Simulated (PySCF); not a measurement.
PySCF 2.14 output of an unrestricted PBE calculation on a single atom or ion in x2c-TZVPPall with one added diffuse shell each of s, p, d, f type (7s6p5d3f1g, 80 functions), with scalar relativity by spin-free X2C-1e:

```
SCF conv_tol = 1e-09
number electrons alpha = 15  beta = 11
    J. P. Perdew, K. Burke, and M. Ernzerhof.,  Phys. Rev. Lett. 77, 3865 (1996)
    J. P. Perdew, K. Burke, and M. Ernzerhof.,  Phys. Rev. Lett. 78, 1396 (1997)
    J. P. Perdew, K. Burke, and M. Ernzerhof.,  Phys. Rev. Lett. 77, 3865 (1996)
    J. P. Perdew, K. Burke, and M. Ernzerhof.,  Phys. Rev. Lett. 78, 1396 (1997)
cycle= 1 E= -1272.32053539484  delta_E= 0.0175  |g|= 0.404  |ddm|= 0.395
cycle= 2 E= -1272.10943063004  delta_E= 0.211  |g|= 1.08  |ddm|= 0.641
cycle= 3 E= -1272.35955344039  delta_E= -0.25  |g|= 0.108  |ddm|= 0.388
cycle= 4 E= -1272.36313812091  delta_E= -0.00358  |g|= 0.0166  |ddm|= 0.0826
cycle= 5 E= -1272.36321011044  delta_E= -7.2e-05  |g|= 0.000614  |ddm|= 0.00826
cycle= 6 E= -1272.36321021724  delta_E= -1.07e-07  |g|= 7.82e-05  |ddm|= 0.000451
cycle= 7 E= -1272.36321021902  delta_E= -1.78e-09  |g|= 6.11e-06  |ddm|= 4.33e-05
cycle= 8 E= -1272.36321021903  delta_E= -1.21e-11  |g|= 8.51e-08  |ddm|= 3.25e-06
converged SCF energy = -1272.36321021903  <S^2> = 6.0020754  2S+1 = 5.0008301
```

The run itself started from symmetry-adapted Hartree-Fock orbitals and held the occupation by maximum overlap, on a logarithmic radial grid, so the iterations belong to that start.

Which element, charge and spin multiplicity is this?

Fe (iron, neutral), multiplicity 5; the state was [Ar] 3d7 4s1, high-spin 5F determinant (an excited configuration).
